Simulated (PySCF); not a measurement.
**Worked example: oscillator strength and radiative lifetime**

Ge(H)2(Et)(NH2) (C2H9GeN), SMILES C[CH2][GeH2][NH2].

The structure is a stationary point at B3LYP-D3(BJ)/def2-SVP. The values are those of a single conformer.

TDDFT-PBE/def2-SVPD (PySCF 2.14.0) puts the first singlet state with f over 0.02 at 6.00 eV (vertical), with the transition dipole (0.253, 0.221, -0.290) in atomic units.

Find the oscillator strength, the wavelength and the radiative lifetime that this transition would have in vacuum if emission retraced absorption.


|μ|² = 0.1970 au, so |μ| = 1.13 D. ΔE = 6.00/27.211 = 0.2205 hartree. f = (2/3) ΔE |μ|² = 0.029 (the program prints 0.029).
λ = 1239.84/6.00 = 207 nm; ν = 48393 cm⁻¹.
Einstein's coefficient A = 0.6670 ν² f s⁻¹ (ν in cm⁻¹) = 4.5e7 s⁻¹, so τ = 1/A = 22 ns. This state is S2; the lower singlet has f = 0.011. The figure is the radiative limit of this one transition; relaxation, internal conversion, crossing to triplets and a medium change what is measured.
